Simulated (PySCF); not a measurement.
Si(H)(Cl)(Me)(NH2) (CH6ClNSi), SMILES C[SiH](Cl)N.

Geometry optimised at B3LYP-D3(BJ)/def2-SVP. One conformer was computed; it need not be the lowest.

Two levels are set side by side: TDA-PBE/def2-SVPD (PySCF) and TDA-PBE0/def2-SVPD (PySCF). Vertical, same geometry. The lowest singlet is HOMO→LUMO 95 % with PBE and HOMO→LUMO 94 % with the other functional; states are paired by order. Differences are taken from unrounded values.

| quantity | TDA-PBE |
|---|---|
| lowest singlet excitation (eV) | 6.28 |
| lowest triplet excitation (TDA) (eV) | 5.96 |
| first bright state (f over 0.05) (eV) | 6.98 |
| its oscillator strength | 0.07 |

Task: These are the TDA-PBE values. What does TDA-PBE0 give? (An estimate is asked for; the answer gives what the named calculation found.)

Result: 
```tsv
quantity	TDA-PBE0	TDA-PBE minus TDA-PBE0
lowest singlet excitation (eV)	6.94	-0.66
lowest triplet excitation (TDA) (eV)	6.52	-0.56
first bright state (f over 0.05) (eV)	6.94	0.05
its oscillator strength	0.05	0.02
```

Functionals without exact exchange tend to place singlet excitations lower, as here. Differences between two approximate levels are no errors against the true value.

Rough cost on one machine, each run with all the roots and properties that it gave: TDA-PBE0 against TDA-PBE about 3 times.
